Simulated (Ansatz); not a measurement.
`C=C(F)[SiH](O)O` + `C[SiH](F)F` → `O[SiH](O)C[SiH](F)F` + `C=CF`  (formal exchange of groups at the Si–C bond)

Program: Ansatz. Geometries: PBE0-D4/def2-TZVP. ΔE: electronic, gas phase. CCSD(T)/CBS is the MP2 limit (def2-TZVPP, def2-QZVPP) plus CCSD(T) − MP2 in def2-TZVPP, frozen cores. Functionals use def2-TZVPP. Each species was taken in one conformer, which may not be the lowest.

`C=C(F)[SiH](O)O`:

Z-matrix (Å, degrees):
```
Si
O 1 1.632
C 1 1.880 2 110.4
O 1 1.638 2 111.2 3 -118.4
H 1 1.476 2 105.1 3 120.6
H 2 0.959 1 117.5 3 68.3
F 3 1.363 1 113.6 2 -159.9
C 3 1.322 1 127.5 2 19.4
H 4 0.959 1 117.0 2 140.6
H 8 1.082 3 119.1 1 0.9
H 8 1.084 3 122.1 1 -179.6
```

`C[SiH](F)F`:

Z-matrix (Å, degrees):
```
C
Si 1 1.840
H 1 1.092 2 110.7
H 1 1.093 2 110.6 3 -120.1
H 1 1.093 2 110.6 3 120.1
F 2 1.591 1 109.8 3 58.6
F 2 1.591 1 109.8 3 -58.5
H 2 1.477 1 114.8 3 -179.9
```

`O[SiH](O)C[SiH](F)F`:

Cartesian coordinates in Å:
```
O -1.764 0.610 1.166
Si -0.259 0.013 1.404
O -0.172 -1.621 1.479
C 0.863 0.619 0.020
Si 0.363 0.029 -1.640
F -1.144 0.488 -1.914
F 0.326 -1.570 -1.624
H -2.126 0.611 0.277
H 0.160 0.498 2.731
H -0.174 -2.121 0.661
H 1.887 0.284 0.220
H 0.867 1.715 0.020
H 1.173 0.445 -2.800
```

`C=CF`:

```xyz
6

C    -0.089    0.430    0.547
C     0.024   -0.417   -0.455
F     0.945   -0.273   -1.412
H     0.565    1.288    0.640
H    -0.852    0.266    1.294
H    -0.593   -1.294   -0.613
```

```json
{"level": "PBE0-D4", "ΔE (kJ/mol)": "-19.9"}
{"level": "SCS-MP2/def2-TZVPP", "ΔE (kJ/mol)": "-15.8"}
{"level": "CCSD(T)/def2-TZVPP", "ΔE (kJ/mol)": "-17.9"}
{"level": "MP2/CBS(def2)", "ΔE (kJ/mol)": "-18.7"}
```

What does CCSD(T)/CBS give? (Best estimate.)

The calculation gave: -17.6 kJ/mol. The listed levels differ from it by -2.3, 1.8, -0.3, -1.1 kJ/mol.

Largest T1 diagnostic among the species: 0.012.

The D4 term adds −6.2 kJ/mol with B3LYP and −3.5 kJ/mol with PBE0; it sums over pairs of atoms, weighted by their polarisabilities, and B3LYP, whose exchange is more repulsive, gets the larger term. In def2-TZVPP, CCSD(T) changes the Hartree–Fock value by −7.8 kJ/mol (the triples alone add −0.8 kJ/mol) and MP2 by −8.8 kJ/mol.

B3LYP here is the variant with VWN-RPA as its local correlation; programs differ in this.
